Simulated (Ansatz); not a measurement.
The cluster Al₂Sb₂. The state is a singlet with charge 0. Geometry r2SCAN-D4/def2-SVP.

```xyz
4

Al    0.938    2.229    0.742
Al   -0.937   -2.229   -0.743
Sb    1.036   -0.159   -0.831
Sb   -1.036    0.159    0.831
```

In the def2 sets Sb takes a core potential; there is no spin–orbit coupling. The structure comes from a short search, and lower isomers may exist.

Task: Estimate the orbital energies around the gap (eV) in Ansatz with LDA (SPW92)/def2-TZVP, PBE-D4/def2-SVP, PBE-D4/def2-TZVP, PBE0-D4/def2-SVP, BHLYP-D4/def2-TZVP.

Result: 
```csv
orbital,LDA (SPW92)/def2-TZVP,PBE-D4/def2-SVP,PBE-D4/def2-TZVP,PBE0-D4/def2-SVP,BHLYP-D4/def2-TZVP
HOMO−9,-32.54,-32.67,-32.59,-35.72,-38.42
HOMO−8,-32.49,-32.62,-32.54,-35.67,-38.37
HOMO−7,-15.03,-14.93,-14.81,-16.72,-18.07
HOMO−6,-12.06,-11.84,-11.80,-13.17,-14.23
HOMO−5,-9.21,-9.16,-9.09,-10.49,-11.43
HOMO−4,-7.16,-7.01,-7.00,-7.96,-8.70
HOMO−3,-6.39,-6.30,-6.24,-7.21,-7.78
HOMO−2,-6.38,-6.27,-6.23,-7.01,-7.40
HOMO−1,-5.40,-5.33,-5.27,-6.15,-6.62
HOMO,-4.64,-4.56,-4.52,-5.30,-5.83
LUMO,-4.13,-3.95,-3.95,-3.36,-2.54
LUMO+1,-2.93,-2.79,-2.79,-2.17,-1.31
LUMO+2,-2.35,-2.25,-2.22,-1.68,-0.82
LUMO+3,-1.90,-1.77,-1.75,-1.04,-0.14
LUMO+4,-1.53,-1.22,-1.35,-0.53,0.05
LUMO+5,-1.18,-1.03,-1.04,-0.43,0.37
```
